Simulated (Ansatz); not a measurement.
Total energies of Co(NH2)2 (CoN₂H₄) from Ansatz at PBE-D4/def2-TZVPD, gas phase (1 Eh = 27.2114 eV = 2625.5 kJ/mol). The reference geometry is relaxed at PBE0-D4/def2-TZVP.

| atom | x (Å) | y (Å) | z (Å) |
| --- | --- | --- | --- |
| Co1 | -0.0024 | 0.0041 | -0.0003 |
| N2 | -1.2794 | -0.8273 | -0.9892 |
| H3 | -1.3003 | -0.8854 | -1.9966 |
| H4 | -2.0800 | -1.3203 | -0.6218 |
| N5 | 1.2762 | 0.8333 | 0.9882 |
| H6 | 2.0831 | 1.3174 | 0.6234 |
| H7 | 1.3027 | 0.8782 | 1.9963 |

```csv
state,geometry,energy (Eh)
charge 0 quartet,reference,-1494.39293
charge -1 triplet,reference,-1494.43121
free Co atom (quartet),–,-1382.48428
free N atom (quartet),–,-54.53224
free H atom (doublet),–,-0.49962
```

Other spin states of the ions weren't run at this level and may lie lower.

Question: Work out the vertical electron affinity, to the triplet.

Answer: E(charge 0 quartet) − E(charge -1 triplet) = -1494.39293 − (-1494.43121) = 0.03828 Eh = 1.04 eV.

Question: What is the binding energy per atom against free atoms?

Answer: Atoms: 1 × (-1382.48428) + 2 × (-54.53224) + 4 × (-0.49962) = -1493.54724 Eh. Binding: -1493.54724 − (-1494.39293) = 0.84569 Eh = 23.01 eV, or 3.29 eV for each of 7 atoms (no zero-point energy, no counterpoise term).

At PBE-D4/def2-TZVPD the highest occupied level of the charge -1 triplet lies above zero (up to 1.96 eV). By energy differences its removal costs 1.04 eV (vertical, to the charge 0 quartet, at PBE-D4/def2-TZVPD); a positive level beside a positive removal energy at the same level points to self-interaction error.
